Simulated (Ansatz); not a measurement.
CH₇NSSi (`NC[SiH2]S`). The species carries charge 0 and has multiplicity 1. The geometry is a stationary point of PBE0-D4/def2-TZVP. It is one conformer, not always the lowest.

```xyz
11

N     0.587   -1.147   -1.287
C     0.034   -0.814    0.021
Si    0.282    1.026    0.317
S    -0.671    1.694    2.116
H     0.587   -2.147   -1.447
H     0.046   -0.723   -2.029
H     0.602   -1.339    0.795
H    -1.022   -1.090    0.171
H    -0.243    1.770   -0.861
H     1.715    1.351    0.512
H    -1.916    1.420    1.692
```

(1) What is the dipole moment at B3LYP/def2-TZVPP? (Best estimate.)

(2) And with PBE, r2SCAN, ωB97M-V? (Estimate.)

(3) Give the Mulliken charges with B3LYP, ωB97M-V, PBE in def2-TZVPP. (Best estimate.)

Results:

(1) Ansatz gave: 2.47 D, with components (-1.38, -1.68, -1.17) D in this frame, pointing from negative to positive charge.

(2) Computed: PBE 2.48 D, r2SCAN 2.54 D, ωB97M-V 2.47 D.

(3) Ansatz gave: 
```tsv
atom	B3LYP	ωB97M-V	PBE
N1	-0.34	-0.30	-0.34
C2	-0.15	-0.22	-0.15
Si3	0.37	0.28	0.29
S4	-0.28	-0.26	-0.27
H5	0.13	0.10	0.14
H6	0.13	0.11	0.14
H7	0.10	0.12	0.10
H8	0.08	0.10	0.08
H9	-0.08	-0.04	-0.07
H10	-0.06	-0.02	-0.05
H11	0.10	0.11	0.11
```

B3LYP here is the variant with VWN-RPA as its local correlation; programs differ in this.
